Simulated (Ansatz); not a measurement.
Relaxation of CH10BNSi2 (15 atoms, charge 0, multiplicity 1), to a largest force component of 0.015 eV/Å in at most 40 steps.

Computed with RKS PBE0/6-31G* (Ansatz 0.2.0).

```xyz
15
Properties=species:S:1:pos:R:3:forces:R:3
C -1.848 0.004 -0.576 -1.27 2.06 0.24
B -0.489 -0.682 -0.636 0.66 -1.13 -1.47
N -0.121 -1.470 -1.886 0.97 -0.01 0.82
Si 0.811 -0.536 0.868 -1.89 -1.21 0.64
Si 1.251 1.592 1.191 -0.49 1.57 1.20
H -2.703 -0.688 -0.703 0.30 0.20 -0.08
H -1.932 0.786 -1.413 0.11 -1.11 0.77
H -1.988 0.596 0.371 -0.13 -0.59 -0.70
H 0.808 -1.045 -2.187 -1.15 -1.01 0.39
H 0.123 -2.445 -1.537 -0.02 1.42 -0.68
H 0.082 -1.094 2.095 0.42 0.19 -0.32
H 1.982 -1.296 0.595 1.33 -0.79 -0.09
H -0.031 2.379 1.475 0.55 -0.32 -0.16
H 2.144 1.722 2.367 0.18 0.27 0.10
H 1.888 2.126 0.005 0.42 0.46 -0.66
```

Problem. Where does it end, and by what steps?

Solution. The forces met the threshold. The force dipped under the threshold on the way, but the program's further checks kept it going. After 23 steps the energy has fallen by 1.829 eV; H10 moved furthest, 1.38 Å.

```csv
step,energy less start (eV),largest force component (eV/Å),accepted
0,0.0000,2.062,yes
1,-0.4683,0.825,yes
2,-0.5367,0.414,yes
3,-0.6243,1.003,yes
4,-0.7393,1.888,yes
5,-1.0190,2.127,yes
6,-1.3600,1.273,yes
7,-1.6351,1.366,yes
8,-1.7410,0.764,yes
9,-1.7611,1.149,yes
10,-1.8128,0.189,yes
11,-1.8038,0.422,no
12,-1.8171,0.275,yes
13,-1.8244,0.116,yes
14,-1.8266,0.087,yes
15,-1.8269,0.124,yes
16,-1.8270,0.089,yes
17,-1.8284,0.018,yes
18,-1.8286,0.028,yes
19,-1.8288,0.014,yes
20,-1.8289,0.017,yes
21,-1.8290,0.014,yes
22,-1.8290,0.010,yes
23,-1.8290,0.012,yes
```

```xyz
15
Properties=species:S:1:pos:R:3
C -1.942 -0.178 -0.605
B -0.480 -0.777 -0.595
N -0.024 -1.545 -1.667
Si 0.808 -0.457 0.947
Si 1.392 1.799 1.182
H -2.511 -0.422 -1.512
H -1.920 0.916 -0.509
H -2.517 -0.539 0.258
H 0.896 -1.959 -1.716
H -0.596 -1.744 -2.478
H 0.227 -0.891 2.258
H 2.084 -1.227 0.777
H 0.178 2.637 1.415
H 2.326 2.025 2.325
H 2.056 2.313 -0.053
```

Time of the run: 85 s on 2 threads of AMD EPYC 7R43 64-Core Processor (Zen 3), with other jobs on the host, peak memory 0.25 GiB.
